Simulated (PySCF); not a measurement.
**C2H8BN: core ionisation energies**

Compound: C2H8BN.
Numbering: `[CH3:1][CH2:2][BH:3][NH2:4]`

Method: PySCF, delta-SCF UKS SCAN, pcX-2 on the ionised atom, pcseg-1 elsewhere, spin-free X2C. Binding energies are ΔSCF values: E(core-ionised, relaxed orbitals) − E(ground state) at a fixed geometry, referred to the vacuum level.

Question: What binding energy does each computed site have?

Answer: 
| atom(s) | bonded to | level | binding energy (eV) | above the level's lowest (eV) | count |
| --- | --- | --- | --- | --- | --- |
| B3 | N, C and H | B 1s | 195.34 | 0.00 | 1 |
| C2 | C, 2 H and B | C 1s | 289.83 | 0.00 | 1 |
| C1 | C and 3 H | C 1s | 290.36 | +0.53 | 1 |
| N4 | 2 H and B | N 1s | 405.21 | 0.00 | 1 |

The listed C 1s values span 0.53 eV, from C2 (bonded to C, 2 H and B) to C1 (bonded to C and 3 H). Summing the Pauling electronegativity differences to the bonded atoms, each weighted by its formal bond order, gives -1.21 for the lowest site and -1.05 for the highest.

Question: Which effective nuclear charge Zeff reproduces each element's mean 1s value in the hydrogen-like formula E = 13.606 eV × Zeff²?

Answer: B (Z = 5): mean 195.3 eV, Zeff = 3.79, Z − Zeff = 1.21; C (Z = 6): mean 290.1 eV, Zeff = 4.62, Z − Zeff = 1.38; N (Z = 7): mean 405.2 eV, Zeff = 5.46, Z − Zeff = 1.54. Means run over the listed sites, weighted by atom count.

Question: Which photon energy gives electrons from B 1s of B3 a kinetic energy of 100 eV, and what is their de Broglie wavelength?

Answer: hν = 195.34 + 100 = 295.34 eV, recoil neglected; λ = 12.264 Å/√(E/eV) = 1.23 Å.

Geometry: PBE0-D3(BJ)/def2-SVP, one conformer, isolated molecule.

The run took 37 s on Intel Xeon at 2.50 GHz, one thread, shared host, and the process peaked at 0.44 GiB of memory.

Conformer computed: `[CH3:1][CH2:2][BH:3][NH2:4]`: C1–C2–B3–N4 127°, H–N4–B3–C2 179°, H–N4–B3–C2 0°.
